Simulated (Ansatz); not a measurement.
Reaction (redistribution): `O[SiH](O)[GeH3]` + `FCN[SiH2][SiH3]` → `[SiH3][SiH2][NH][GeH3]` + `O[SiH](O)CF`

Isolated molecules relaxed with PBE0-D4/def2-TZVP in Ansatz; ΔE leaves out vibrations. CCSD(T)/CBS is the MP2 limit (def2-TZVPP, def2-QZVPP) plus CCSD(T) − MP2 in def2-TZVPP, frozen cores. Functionals use def2-TZVPP. B3LYP here is the variant with VWN-RPA as its local correlation; programs differ in this. For Ge outer-core shells are correlated without core-valence functions, which leaves a few kJ/mol of doubt a bond. Scalar relativity is left out up to krypton. Each species was taken in one conformer, which may not be the lowest.

```
         level  ΔE (kcal/mol)
      B3LYP-D4           -3.8
       ωB97X-V           -4.4
        r2SCAN           -3.0
          PBE0           -2.0
         B3LYP           -3.7
 HF/def2-TZVPP           -8.9
 HF/def2-QZVPP           -9.1
CCSD/CBS(def2)           -6.4
```

(1) What does CCSD(T)/CBS give? (An estimate is asked.)

Largest T1 diagnostic among the species: 0.012.

Answers

(1) The calculation gave: -5.8 kcal/mol. The listed levels differ from it by 2.0, 1.4, 2.8, 3.8, 2.1, -3.1, -3.3, -0.6 kcal/mol.

In def2-TZVPP, CCSD(T) changes the Hartree–Fock value by +2.9 kcal/mol (the triples alone add +0.5 kcal/mol) and MP2 by +1.9 kcal/mol. From PBE to PBE0 (25 % exact exchange), in def2-TZVPP and without D4, ΔE moves by −1.9 kcal/mol.
